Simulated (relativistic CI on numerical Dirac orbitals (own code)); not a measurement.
## Crystal-field levels of Ti2+, 3d2

Calculated by Dirac-Coulomb-Breit CI, KLI orbitals optimised for each configuration, QED by a radiative potential, valence Slater integrals scaled by 0.85, one configuration in a parametric crystal field (own radial code).

Field parameters in Wybourne normalisation: D3d B²₀ = −7Dσ, B⁴₀ = −14Dq − 21Dτ, B⁴₃ = −14√(10/7) Dq. The field is a parameter set, without covalency.

S is read from ⟨S²⟩ = S(S + 1).

Levels (cm⁻¹, degeneracy): 0 (1), 3 (2), 1158 (2), 1234 (2), 1300 (1), 1309 (1), 7447 (2), 7449 (1), 7969 (1), 7979 (1), 7997 (2), 8023 (2).

(1) Which field gives this pattern?
A. D3d, 10Dq = 8450, Dσ = 760, Dτ = -120 cm⁻¹
B. D3d, 10Dq = 8450, Dσ = -980, Dτ = -120 cm⁻¹
C. D3d, 10Dq = 8450, Dσ = -110, Dτ = -120 cm⁻¹
D. D3d, 10Dq = 8450, Dσ = 110, Dτ = -120 cm⁻¹

Answers

(1) C. D3d, 10Dq = 8450, Dσ = -110, Dτ = -120 cm⁻¹, ground level with S = 1.00.
